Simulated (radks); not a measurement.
The ruthenium ion Ru18+, configuration [Ar] 3d8. Calculated with a radial shooting solver on a logarithmic mesh with Libxc functionals: Dirac Kohn-Sham, PBEsol, spin-unpolarised, spherical densities, finite nucleus; open shells fill j = l - 1/2 first; Fermi nuclear charge, rms radius 4.4809 fm.

Unscreened Slater integrals over Kohn-Sham orbitals (cm^-1). Large and small components are both included. Empty in this configuration: 4s1/2.

integral,value
"F0(3d5/2,3d5/2)",550940
"F2(3d5/2,3d5/2)",276910
"F4(3d5/2,3d5/2)",177220
"F0(3d5/2,3d3/2)",553160
"F2(3d5/2,3d3/2)",277710
"G2(3d5/2,3d3/2)",276410
"G4(3d5/2,3d3/2)",176870
"F0(3d5/2,3p3/2)",522470
"F2(3d5/2,3p3/2)",253030
"G1(3d5/2,3p3/2)",286730
"G3(3d5/2,3p3/2)",185670
"F0(3d5/2,3p1/2)",529700
"G3(3d5/2,3p1/2)",190540
"F0(3d5/2,4s1/2)",298420
"G2(3d5/2,4s1/2)",28462
"F0(3d3/2,3d3/2)",555430
"F2(3d3/2,3d3/2)",278540
"F0(3d3/2,3p3/2)",524280
"F2(3d3/2,3p3/2)",253030
"G1(3d3/2,3p3/2)",285570
"G3(3d3/2,3p3/2)",184930
"F0(3d3/2,3p1/2)",531600
"G1(3d3/2,3p1/2)",296010
"F0(3d3/2,4s1/2)",298820
"G2(3d3/2,4s1/2)",28298
"F0(3p3/2,3p3/2)",505430
"F2(3p3/2,3p3/2)",254990
"F0(3p3/2,3p1/2)",511580
"G2(3p3/2,3p1/2)",256800
"F0(3p3/2,4s1/2)",294640
"G1(3p3/2,4s1/2)",28959
"F0(3p1/2,3p1/2)",518040
"F0(3p1/2,4s1/2)",295920
"G1(3p1/2,4s1/2)",29025
"F0(4s1/2,4s1/2)",237600
